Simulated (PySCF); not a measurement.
**Dipole response of Tl²⁺ (thallium, charge +2)**

[Xe] 4f14 5d10 6s1, 2S determinant. Computed with PySCF 2.14 in aug-cc-pwCVTZ-DK3, with the spin-free X2C one-electron Hamiltonian (Gaussian nucleus). Coupled (time-dependent) response in atomic units; α is the mean over directions.

| method | mean α (bohr³) | C₆ (like pair) | S(−4) |
| --- | --- | --- | --- |
| TPSSh | 12.50 | 79.99 | 57.19 |

S(−4) is the Cauchy moment in α(ω) = α(0) + S(−4) ω² + …

α(iu) at TPSSh:

```json
{"u (hartree)": "0", "α(iu) (bohr³)": "12.50"}
{"u (hartree)": "0.0500", "α(iu) (bohr³)": "12.36"}
{"u (hartree)": "0.100", "α(iu) (bohr³)": "11.97"}
{"u (hartree)": "0.200", "α(iu) (bohr³)": "10.74"}
{"u (hartree)": "0.300", "α(iu) (bohr³)": "9.381"}
{"u (hartree)": "0.500", "α(iu) (bohr³)": "7.221"}
{"u (hartree)": "0.750", "α(iu) (bohr³)": "5.509"}
{"u (hartree)": "1.00", "α(iu) (bohr³)": "4.405"}
{"u (hartree)": "1.50", "α(iu) (bohr³)": "3.044"}
{"u (hartree)": "2.00", "α(iu) (bohr³)": "2.233"}
{"u (hartree)": "3.00", "α(iu) (bohr³)": "1.339"}
{"u (hartree)": "5.00", "α(iu) (bohr³)": "0.6239"}
```

For an ion, C₆ is the dispersion term alone; charge-induced terms of lower order in 1/R come first.

Spin-orbit coupling, which splits the p, d and f shells strongly at this Z, is absent.
